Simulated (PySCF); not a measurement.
**Telling isomers of C6H9NOSi apart by NMR**

Equivalent nuclei averaged, in vacuum, non-relativistic Hamiltonian, one conformer. GFN2-xTB geometry; GIAO PBE0/pcSseg-1 shieldings; PySCF.

Scale: 1H (31.72 ppm), 13C (186.93 ppm) vs TMS (reference shieldings calculated alike). Where no couplings were computed, multiplicities follow the n + 1 count of equivalent neighbours, and m marks all less simple cases (inequivalent or close neighbours, rings, F or P nearby). Shifts are as computed. Against solution values, carbons near 30 ppm lie about +3 ppm off and those near 130 ppm about +5 ppm. Of 1309 compounds with measured shifts, 239 miss one by over three times the rms of a fit or turn the order of signals round; such compounds aren't used in these exercises. OH and NH positions are gas-phase values without hydrogen bonding to other molecules.

(1) Tabulate the signals of `C#CCC(=O)C(=C)[SiH2]N`, `C[C@@H]1[SiH2]OCC=C1C#N`, `N#CC[SiH2]O[C@]12C[C@H]1C2`, `C[Si]1(C)CC(C#N)=CO1` and their relative energies.

(2) What is the quickest way to tell C[C@@H]1[SiH2]OCC=C1C#N from N#CC[SiH2]O[C@]12C[C@H]1C2?

(3) What is the quickest way to tell C#CCC(=O)C(=C)[SiH2]N from C[Si]1(C)CC(C#N)=CO1?

(4) What is the quickest way to tell C[C@@H]1[SiH2]OCC=C1C#N from C[Si]1(C)CC(C#N)=CO1?

Answers

(1) 
```json
{"SMILES": "C#CCC(=O)C(=C)[SiH2]N", "carbon types": "3×C 1×CH 2×CH2", "δC": "206.8, 154.7, 146.4, 85.4, 81.1, 32.8", "δH": "6.92 (m, 1H), 6.92 (m, 1H), 5.03 (s, 2H), 3.56 (d, 2H), 1.66 (t, 1H), 0.04 (br s, 2H)", "E rel. (kcal/mol)": "74.0"}
{"SMILES": "C[C@@H]1[SiH2]OCC=C1C#N", "carbon types": "2×C 2×CH 1×CH2 1×CH3", "δC": "151.8, 124.5, 122.1, 67.8, 21.3, 20.3", "δH": "6.53 (m, 1H), 5.16 (m, 1H), 5.06 (m, 1H), 4.92 (m, 1H), 4.76 (m, 1H), 1.54 (m, 1H), 1.41 (m, 3H)", "E rel. (kcal/mol)": "28.6"}
{"SMILES": "N#CC[SiH2]O[C@]12C[C@H]1C2", "carbon types": "2×C 1×CH 3×CH2", "δC": "119.6, 53.9, 35.4, 3.9, 0.4", "δH": "4.88 (t, 2H), 1.97 (m, 1H), 1.95 (m, 2H), 1.95 (t, 2H), 0.84 (m, 2H)", "E rel. (kcal/mol)": "69.0"}
{"SMILES": "C[Si]1(C)CC(C#N)=CO1", "carbon types": "2×C 1×CH 1×CH2 2×CH3", "δC": "168.7, 121.7, 95.1, 20.7, 0.8", "δH": "7.15 (s, 1H), 1.68 (s, 2H), 0.37 (s, 6H)", "E rel. (kcal/mol)": "0.0"}
```

Energies are electronic energies at PBE0/pcSseg-1 on these geometries, without zero-point or thermal terms, each for the one conformer computed, which needn't be the lowest.

(2) Count the carbon signals: 6 against 5. The first has an alkene CH at 151.8 ppm, the second a three-membered-ring carbon (C) at 53.9 ppm. Their most deshielded carbons lie at 151.8 and 119.6 ppm. In the proton spectra the most deshielded non-exchanging signals are 6.53 (m, 1H) and 4.88 (t, 2H).

(3) Count the carbon signals: 6 against 5. The first has a ketone carbonyl carbon (C) at 206.8 ppm, the second an alkene carbon bearing oxygen (CH) at 168.7 ppm.

(4) Count the carbon signals: 6 against 5. The first has an allylic sp3 CH bonded to Si at 21.3 ppm, the second an allylic sp3 CH2 bonded to Si at 20.7 ppm. Their most deshielded carbons lie at 151.8 and 168.7 ppm. In the proton spectra the most deshielded non-exchanging signals are 6.53 (m, 1H) and 7.15 (s, 1H).
